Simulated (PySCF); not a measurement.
**`[F][GeH2-]`: 4 charge schemes on one density**

Species: FGeH₂ (charge -1).
SMILES with atom numbers: `[F:1][GeH2-:2]` (hydrogens: H3, H4 on Ge2)

Structure used (PBE0-D3(BJ)/def2-SVP), in Å, numbered top down from 1:
```xyz
4
FGeH2 angstrom
F      1.576   -0.030   -0.176
Ge    -0.055    0.003    0.665
H     -0.778   -1.142   -0.256
H     -0.732    1.174   -0.256
```

Density: PBE0/pcSseg-1 (PySCF); schemes: Mulliken, IAO, Hirshfeld and ESP-fitted. Geometry: PBE0-D3(BJ)/def2-SVP; no solvent, vibrations or thermal averaging. The calculation is non-relativistic, for germanium too. The pcSseg-1 basis has no diffuse functions, a weakness for an anion. The HOMO energy is positive at this level (+0.03 eV), so the outermost electrons may be held by the finite basis alone.

Task: Atoms with like bonding are taken together and averaged. At which atom do the 4 schemes differ most?

Result: At Ge2: from -0.528 (ESP-fitted) to +0.084 e (Mulliken), 0.612 e apart.

Task: For which atoms does the sign change between the 4 schemes (beyond +0.03 e in one, beyond −0.03 e in another)?

Result: Ge2.

Task: Give the atomic charges in each scheme.

Result: In e; atoms taken as equivalent share a row and are averaged (×n: the atom named and its like, n in all):

| atom | environment | Mulliken | IAO | Hirshfeld | ESP-fitted |
| --- | --- | --- | --- | --- | --- |
| F1 | fluorine bonded to Ge | -0.600 | -0.612 | -0.381 | -0.280 |
| Ge2 | germanium bonded to F and 2 H | +0.084 | +0.005 | -0.193 | -0.528 |
| H3/H4 | Ge–H hydrogen | -0.242 | -0.197 | -0.213 | -0.096 |

Mean size of the charges over all atoms: Mulliken 0.292 e, IAO 0.253 e, Hirshfeld 0.250 e, ESP-fitted 0.250 e. Each set sums to the total charge, -1, to within 0.001 e. The IAO scheme counts the electrons in orthogonalised intrinsic atomic orbitals, a minimal basis polarised so that it spans the occupied orbitals exactly.

Task: Sum the charges by element, for elements with more than one atom.

Result: 
```
element  atoms  Mulliken     IAO  Hirshfeld  ESP-fitted
      H      2    -0.484  -0.393     -0.426      -0.192
```

Task: How many electrons does the Hirshfeld scheme count on F1?

Result: Z − q = 9 − (-0.381) = 9.381.
